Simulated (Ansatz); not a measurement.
Reaction (isomerisation): `CN([SiH3])[SiH2]F` → `C[SiH](F)[SiH2]N`

Isolated molecules relaxed with PBE0-D4/def2-TZVP in Ansatz; ΔE leaves out vibrations. CBS: MP2 limit from def2 TZ/QZ plus the TZ coupled-cluster correction, frozen cores. DFT in def2-TZVPP. B3LYP here is the variant with VWN-RPA as its local correlation; programs differ in this. HSE06 is defined as in plane-wave codes. Each species was taken in one conformer, which may not be the lowest.

| level | ΔE (kJ/mol) | difference from CCSD(T)/CBS |
| --- | --- | --- |
| LDA (SPW92) | -4.1 | -10.5 |
| PBE-D4 | -12.8 | -19.2 |
| BLYP-D4 | 3.1 | -3.3 |
| r2SCAN-D4 | -3.7 | -10.1 |
| B97M-V | -4.9 | -11.3 |
| B3LYP-D4 | 5.1 | -1.3 |
| r2SCANh-D4 | -2.5 | -8.9 |
| r2SCAN0-D4 | -0.6 | -7.0 |
| HSE06-D4 | -8.1 | -14.5 |
| CAM-B3LYP-D4 | 9.5 | 3.1 |
| ωB97X-V | 4.9 | -1.5 |
| B2PLYP | 7.7 | 1.3 |
| PBE-QIDH | 3.2 | -3.2 |
| PBE | -15.3 | -21.7 |
| revPBE | -19.5 | -25.9 |
| r2SCAN | -4.2 | -10.6 |
| PBE0 | -9.9 | -16.3 |
| B3LYP | 1.0 | -5.4 |
| r2SCANh | -3.0 | -9.4 |
| r2SCAN0 | -1.1 | -7.5 |
| HSE06 | -9.8 | -16.2 |
| BHLYP | 9.6 | 3.2 |
| CAM-B3LYP | 7.7 | 1.3 |
| LC-ωPBE | -4.7 | -11.1 |
| RPA@PBE/def2-TZVPP | 18.2 | 11.8 |
| HF/def2-SVP | 28.4 | 22.0 |
| MP2/def2-SVP | 30.5 | 24.1 |
| CCSD/def2-SVP | 28.6 | 22.2 |
| CCSD(T)/def2-SVP | 29.4 | 23.0 |
| HF/def2-TZVPP | 20.1 | 13.7 |
| MP2/def2-TZVPP | 15.4 | 9.0 |
| SCS-MP2/def2-TZVPP | 19.7 | 13.3 |
| CCSD/def2-TZVPP | 11.2 | 4.8 |
| CCSD(T)/def2-TZVPP | 10.9 | 4.5 |
| HF/def2-QZVPP | 21.6 | 15.2 |
| MP2/def2-QZVPP | 13.4 | 7.0 |
| SCS-MP2/def2-QZVPP | 17.4 | 11.0 |
| HF/CBS(def2) | 21.8 | 15.4 |
| MP2/CBS(def2) | 11.0 | 4.6 |
| CCSD/CBS(def2) | 6.8 | 0.4 |
| CCSD(T)/CBS | 6.4 | 0 |

Largest T1 diagnostic among the species: 0.011.

From BLYP to BHLYP (50 % exact exchange), in def2-TZVPP and without D4, ΔE moves by +12.9 kJ/mol. Leaving LDA and LC-ωPBE aside and taking each functional with its dispersion term where it has one, the values, not all of them listed here, spread over 24.6 kJ/mol, from PBE-D4 to BHLYP-D4. LDA lies +11.2 kJ/mol from PBE without D4.

CCSD(T)/CBS has its own doubt, a few kJ/mol and more with outer-core shells, so smaller differences from it don't rank the levels.
